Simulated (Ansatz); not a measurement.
Molecule: GeBr, net charge 0, doublet state. 
Coordinates optimised at B3LYP-D3(BJ)/def2-TZVP (Ansatz, a quantum-chemistry and plane-wave program):
SMILES: [Ge][Br]
```xyz
2

Ge     0.0000     0.0000    -1.2291
Br     0.0000     0.0000     1.1237
```
Charge 0, spin multiplicity 2.

Basis-set convergence of Hartree-Fock and MP2 correlation energies (hartree) with Ansatz. Correlated levels leave the core frozen unless marked. UHF or UKS for open shells. Spin-orbit coupling is left out. Frozen are the shells of the preceding noble gas and the d and f shells that filled before the atom's block. Non-relativistic.

```
basis        functions        E(HF)  E(corr, MP2)
-----------  ---------  -----------  ------------
aug-cc-pVDZ         72  -4647.74829      -0.17703
aug-cc-pVTZ        118  -4647.89294      -0.23109
aug-cc-pVQZ        186  -4647.89825      -0.25217
```

Extrapolating the two largest sets (X = 3 and 4) as X^-3: E(corr) = (64·(-0.25217) - 27·(-0.23109))/37 = -0.2676 Eh, an estimate of the basis-set limit. The largest set recovers 94.3 % of it, the smallest 66.2 %.
